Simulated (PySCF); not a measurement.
Start geometry of `C1=CC=C([Si]C2=CC=CC=C2)C=C1` (diphenylsilylene) [singlet] from GFN2-xTB (Å):
```
atom  x, y, z in Å
C1    -3.5715    0.2915   -0.8744
C2    -2.8077    1.2543   -0.2418
C3    -1.7711    0.8498    0.5516
C4    -1.4312   -0.4979    0.7348
Si5   -0.0634   -1.0814    1.8851
C6     1.4066   -0.4112    0.8737
C7     2.1303    0.6985    1.3113
C8     3.2339    1.1725    0.6070
C9     3.6373    0.5173   -0.5138
C10    2.9500   -0.6099   -0.9648
C11    1.8434   -1.0686   -0.2662
C12   -2.2727   -1.4314    0.1064
C13   -3.3543   -1.0210   -0.7181
H14   -4.4292    0.6357   -1.4993
H15   -3.0096    2.3020   -0.3696
H16   -1.1368    1.6092    1.0599
H17    1.8032    1.2260    2.2067
H18    3.7409    2.0466    0.9683
H19    4.4980    0.8632   -1.0758
H20    3.2512   -1.1145   -1.8647
H21    1.3045   -1.9397   -0.6388
H22   -2.0716   -2.5084    0.2238
H23   -3.9324   -1.7591   -1.2256
```

**Question.** What comes out of this run: PySCF 2.14.0, PBE0-D3(BJ)/def2-SVP geometry optimisation, gas phase?

**Answer.** 
```
atom  x, y, z in Å
C1    -3.7437   -0.0805   -1.0561
C2    -2.6696    0.8107   -1.0815
C3    -1.5552    0.5813   -0.2789
C4    -1.4960   -0.5305    0.5853
Si5   -0.0954   -0.9007    1.8099
C6     1.4149   -0.1959    0.9045
C7     2.4997    0.2174    1.7029
C8     3.6760    0.7035    1.1373
C9     3.8100    0.7441   -0.2505
C10    2.7648    0.3068   -1.0660
C11    1.5789   -0.1470   -0.4945
C12   -2.6099   -1.3926    0.6180
C13   -3.7126   -1.1870   -0.2076
H14   -4.6139    0.0948   -1.6939
H15   -2.7014    1.6856   -1.7358
H16   -0.7183    1.2842   -0.3155
H17    2.4159    0.1551    2.7934
H18    4.4972    1.0363    1.7771
H19    4.7375    1.1085   -0.6996
H20    2.8762    0.3250   -2.1532
H21    0.7668   -0.4805   -1.1462
H22   -2.6085   -2.2436    1.3080
H23   -4.5571   -1.8801   -0.1793
```

The energy falls by 0.597 eV over 15 energy and gradient evaluations, the largest force component goes from 0.0459 to 1.9e-04 Eh/bohr, and the atoms move by 1.005 Å rms after alignment. The bond that changes most is C1–C13 (both ends aromatic CH carbon), which lengthens by 0.055 Å. Bonds longer at the end by more than 0.005 Å: 15 of 24; shorter: 5. Among the angles that change most is C4–Si5–C6, from 97.3° to 102.0°. Among the dihedrals that turn most is C4–Si5–C6–C7, from 108° to 154°. Rotational constants go from 1503, 397.2, 386.2 to 1804, 385.3, 335.2 MHz. The orientation of the end geometry is arbitrary; only internal coordinates are fixed.

The run used 236 basis functions and 115 SCF cycles in all.

Not checked by PBE0-D3(BJ)/def2-SVP frequencies. One conformer, not necessarily the lowest.
